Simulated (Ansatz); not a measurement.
C₂H₇FN₂Si (`NC/C(F)=N/[SiH3]`). The species carries charge 0 and has multiplicity 1.

Z-matrix (Å, degrees):
```
C
C 1 1.502
N 1 1.437 2 116.1
H 1 1.096 2 107.3 3 -123.7
H 1 1.096 2 107.3 3 123.7
N 2 1.237 1 127.3 3 0.1
F 2 1.360 1 109.7 3 -180.0
H 3 1.013 1 109.9 2 -57.9
H 3 1.013 1 109.9 2 58.1
Si 6 1.734 2 131.6 1 180.0
H 10 1.487 6 114.8 2 -0.0
H 10 1.484 6 107.0 2 -121.4
H 10 1.484 6 107.0 2 121.4
```

(1) Give the diagnostics of a CCSD(T)/def2-TZVPP run (frozen core, Ansatz). (Best estimate.)

## Answers

(1) The calculation gave: T1 = 0.0126, largest single amplitude 0.023, largest double 0.043, (T) share of the correlation energy 3.8 %, 9 CCSD cycles. The RHF solution is stable towards an unrestricted one. T1 lies under the customary mark of 0.02 for closed shells.
